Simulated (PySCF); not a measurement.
Compound: C9H9NS.
Atom-mapped SMILES: `[CH3:1][CH2:2][c:3]1[cH:4][s:5][c:6]2[cH:7][n:8][cH:9][cH:10][c:11]12` (hydrogens: H12, H13, H14 on C1; H15, H16 on C2; H17 on C4; H18 on C7; H19 on C9; H20 on C10)

Geometry (PBE0-D3(BJ)/def2-SVP, Å), atoms numbered from 1 in this order:
```
atom  x, y, z in Å
C1    -2.6294   -1.0148    0.1203
C2    -1.7897   -0.3447   -0.9653
C3    -0.7034    0.5280   -0.4132
C4    -0.7457    1.8910   -0.3504
S5     0.6354    2.6231    0.3935
C6     1.3475    1.0619    0.6555
C7     2.5776    0.7551    1.2488
N8     2.9987   -0.4911    1.3745
C9     2.2202   -1.4831    0.9164
C10    0.9866   -1.2900    0.3132
C11    0.5167    0.0261    0.1720
H12   -3.4063   -1.6573   -0.3211
H13   -3.1260   -0.2621    0.7511
H14   -2.0098   -1.6396    0.7812
H15   -1.3368   -1.1152   -1.6125
H16   -2.4391    0.2579   -1.6191
H17   -1.5488    2.5307   -0.7185
H18    3.2316    1.5490    1.6282
H19    2.6138   -2.4977    1.0414
H20    0.4023   -2.1420   -0.0409
```

Theory: PySCF, PBE0-D3(BJ)/def2-SVP geometry optimisation, gas phase.

Take the most abundant isotopes and a rigid rotor. The values belong to one conformer with, in the numbering `[CH3:1][CH2:2][c:3]1[cH:4][s:5][c:6]2[cH:7][n:8][cH:9][cH:10][c:11]12`, C1–C2–C3–C4 -102°.

**Question.** Give the principal moments of inertia and the rotational constants in MHz.

**Answer.** Ia = 364.96, Ib = 541.89, Ic = 865.07 u·Å²; 505379 MHz·u·Å²/I gives A = 1385, B = 932.6, C = 584.2 MHz.

**Question.** What kind of rotor is it?

**Answer.** An asymmetric top: κ = (2 × 932.6 − 1385 − 584.2)/(1385 − 584.2) = -0.13.

**Question.** Is it planar, by Δ = Ic − Ia − Ib?

**Answer.** Not planar: Δ = Ic − Ia − Ib = -41.78 u·Å². For a rigid frame Δ = −2 Σ m c², so Σ m c² = 20.89 u·Å² lies off the ab plane: 7.04 from hydrogen and 13.85 from heavier atoms. The atom farthest from that plane is 1.57 Å away.

**Question.** Give the other two planar moments, Paa and Pbb, and the rms extents of the mass along the axes.

**Answer.** Paa = Σ m a² = (Ib + Ic − Ia)/2 = 521.00 and Pbb = Σ m b² = (Ia + Ic − Ib)/2 = 344.07 u·Å². With the mass M = 163.05 u, the rms extents √(P/M) along a, b and c are 1.79, 1.45, 0.36 Å.

**Question.** Where do the levels up to J = 3 lie, in K?

**Answer.** Above 0(0,0), as E/k:
J = 1: 1(0,1) 0.073, 1(1,1) 0.094, 1(1,0) 0.111
J = 2: 2(0,2) 0.212, 2(1,2) 0.223, 2(1,1) 0.274, 2(2,1) 0.339, 2(2,0) 0.345
J = 3: 3(0,3) 0.409, 3(1,3) 0.413, 3(1,2) 0.512, 3(2,2) 0.557, 3(2,1) 0.585, 3(3,1) 0.711, 3(3,0) 0.713

**Question.** Which lines would a microwave search look for?

**Answer.** The dipole components are |μa| = 3.07 D, |μb| = 0.09 D, |μc| = 0.28 D. The squared components, which scale the intensities, stand as 1.00 : 0.00 : 0.01 (a : b : c). Some lines, for components of 0.1 D or more:

| type | branch | J(Ka,Kc) | MHz | lower level (cm⁻¹) |
| --- | --- | --- | --- | --- |
| a | Q | 1(1,0) ← 1(1,1) | 348 | 0.066 |
| c | Q | 2(2,1) ← 2(1,1) | 1356 | 0.190 |
| a | Q | 4(2,2) ← 4(2,3) | 1411 | 0.586 |
| c | Q | 5(3,3) ← 5(2,3) | 1481 | 0.914 |
| a | R | 1(0,1) ← 0(0,0) | 1517 | 0.000 |
| c | Q | 4(3,2) ← 4(2,2) | 2105 | 0.633 |
| c | Q | 3(3,1) ← 3(2,1) | 2617 | 0.407 |
| a | R | 2(0,2) ← 1(0,1) | 2896 | 0.051 |
| c | Q | 4(4,1) ← 4(3,1) | 3989 | 0.711 |
| a | Q | 5(1,4) ← 5(1,5) | 4466 | 0.672 |
| a | R | 3(1,2) ← 2(1,1) | 4961 | 0.190 |
| a | R | 3(2,1) ← 2(2,0) | 5001 | 0.240 |
| a | R | 4(0,4) ← 3(0,3) | 5237 | 0.284 |
| a | R | 4(1,3) ← 3(1,2) | 6369 | 0.356 |
| a | R | 5(0,5) ← 4(0,4) | 6383 | 0.459 |
| a | R | 5(2,4) ← 4(2,3) | 7282 | 0.586 |
| a | R | 5(4,2) ← 4(4,1) | 7886 | 0.844 |
| a | R | 5(4,1) ← 4(4,0) | 7947 | 0.844 |
| c | R | 5(2,3) ← 4(1,3) | 10364 | 0.568 |
| c | R | 5(4,2) ← 4(3,2) | 12110 | 0.703 |
| c | R | 5(5,1) ← 4(4,1) | 13248 | 0.844 |

**Question.** Estimate the classical rotational partition function at 50 K, 100 K and 500 K.

**Answer.** Point group C1, symmetry number σ = 1; q = (√π/σ)·√((kT/h)³/(ABC)), k/h = 20836.6 MHz/K: 68600 at 50 K, 194000 at 100 K, 2170000 at 500 K.

Stationary, but not proved a minimum. Zero-point vibration and centrifugal distortion are left out. A rigid rotor knows nothing of internal rotation, which can split or shift real lines. Quadrupole hyperfine structure (14N) is left out.
